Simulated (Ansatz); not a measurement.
C3H2F6: which of these isomers lies lowest?

2 of its isomers, all singlets with charge 0: A = 1,1,1,2,2,3-hexafluoropropane `FCC(F)(F)C(F)(F)F`; B = 1,1,1,3,3,3-hexafluoropropane `FC(F)(F)CC(F)(F)F`.

Shapes, held fixed at every level: PBE0-D4/def2-TZVP. Flexible molecules stand in one conformer, not always the lowest. Programs: Ansatz 0.2.0.

A:

```xyz
11

F    -1.8030    0.0318   -1.6197
C    -0.5543    0.2940   -1.1353
C    -0.4371   -0.2891    0.2600
F    -0.6438   -1.6186    0.2335
F    -1.3553    0.2586    1.0774
C     0.9530   -0.0439    0.8864
F     1.0174   -0.5554    2.1040
F     1.1981    1.2641    0.9573
F     1.8987   -0.6059    0.1345
H     0.1924   -0.1674   -1.7859
H    -0.4007    1.3747   -1.0915
```

B:

```xyz
11

F    -0.0243   -2.0057   -0.2709
C     0.7446   -0.9426   -0.5088
F     1.7440   -0.9567    0.3737
F     1.2805   -1.0979   -1.7266
C    -0.0363    0.3524   -0.4756
C    -0.7038    0.6872    0.8397
F    -1.3575    1.8496    0.7141
F    -1.5935   -0.2352    1.2078
F     0.1739    0.8267    1.8338
H    -0.8091    0.2999   -1.2428
H     0.6466    1.1651   -0.7240
```

Electronic energies in kJ/mol, without zero-point or thermal terms.

```csv
level,kind,B − A
HF/def2-SVP,Hartree–Fock,-94.5
r2SCAN-D4/def2-TZVPP,meta-GGA,-86.6
B3LYP-D4/def2-TZVPP,global hybrid,-79.9
PBE0-D4/def2-TZVPP,global hybrid,-85.9
B2PLYP/def2-TZVPP,double hybrid,-83.1
MP2/def2-TZVPP,perturbation theory,-88.3
CCSD(T)/def2-TZVPP,coupled cluster or CI,-84.4
CCSD(T)/CBS estimate,coupled cluster or CI,-82.4
```

The highest level, CCSD(T)/CBS estimate, puts B lowest of these. All levels agree on that. The B − A difference spans -94.5 to -79.9 kJ/mol over the levels. The CBS estimate extrapolates MP2 from def2-TZVPP and def2-QZVPP and adds CCSD(T) − MP2 in the triple-zeta set, cores frozen.
